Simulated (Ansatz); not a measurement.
CH2F2S2Si (`FC1(F)S[SiH2]S1`), relaxed with RKS PBE-D4/def2-SVP in Ansatz from a rough embedded geometry. The force threshold is 0.03 eV/Å; the program also tests the step.

Charge 0, multiplicity 1.

Start:

```xyz
8

F     0.721    1.395   -1.076
C     0.737    0.922    0.206
F     1.541    1.719    0.896
S     1.248   -0.802    0.288
Si   -0.806   -1.042   -0.164
S    -0.911    0.724    1.009
H    -1.064   -0.745   -1.607
H    -1.466   -2.172    0.447
```

Task: How much energy does the relaxation release, and in how many steps? (Estimate.)

Result: The calculation gave: 0.67 eV, in 7 steps.

Task: Which bonds change most? (Estimate.)

Result: Ansatz gave: C2–S4 from 1.800 to 1.868 Å; Si5–H8 from 1.444 to 1.500 Å; S4–Si5 from 2.118 to 2.163 Å; Si5–S6 from 2.122 to 2.163 Å.

Task: Give the relaxed structure. (Best estimate.)

Result: Computed: 
```xyz
8

F     1.169    1.913   -0.718
C     0.794    0.997    0.199
F     1.410    1.332    1.351
S     1.287   -0.721   -0.341
Si   -0.845   -1.062   -0.210
S    -1.061    0.998    0.415
H    -1.504   -1.386   -1.518
H    -1.251   -2.071    0.822
```
